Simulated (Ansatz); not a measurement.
Species: CH6NSi (charge 0, doublet). It need not be the lowest isomer of its formula. SMILES: [CH2]N[SiH3]
Structure (B3LYP-D3(BJ)/def2-TZVP (Ansatz, a quantum-chemistry and plane-wave program) minimum search):
```xyz
9

C     -1.4140     0.9755    -0.2809
N     -0.5255    -0.0542    -0.5470
Si     0.8987    -0.4193     0.3739
H     -2.3020     1.0699    -0.8850
H     -1.3572     1.4624     0.6805
H     -0.6700    -0.5302    -1.4231
H      1.8928     0.6827     0.3429
H      0.5354    -0.6512     1.7922
H      1.4816    -1.6379    -0.2282
```
Charge 0, spin multiplicity 2.

Quantity: atomisation energy (electronic, to ground-state atoms), in kJ/mol. Valence correlation only, unless marked. UHF or UKS for open shells. No spin-orbit coupling. No relativistic terms. The coupled-cluster limit lacks core correlation, which all-electron functionals hold. CBS marks a two-point X^-3 extrapolation of the correlation energy; Hartree-Fock from the larger set.

| level | program | atomisation energy (kJ/mol) |
|---|---|---|
| PBE0-D4/def2-TZVP | Ansatz + dftd4 | (withheld) |
| CCSD/cc-pV(D+d)Z | Ansatz | 2658.2 |
| CCSD(T)/CBS(aug-cc-pV(T+d)Z,aug-cc-pV(Q+d)Z) | Ansatz | (withheld) |

Question: Complete the blanks.

Answer: 
- PBE0-D4/def2-TZVP, atomisation energy (kJ/mol): 2936.4
- CCSD(T)/CBS(aug-cc-pV(T+d)Z,aug-cc-pV(Q+d)Z), atomisation energy (kJ/mol): 2944.0
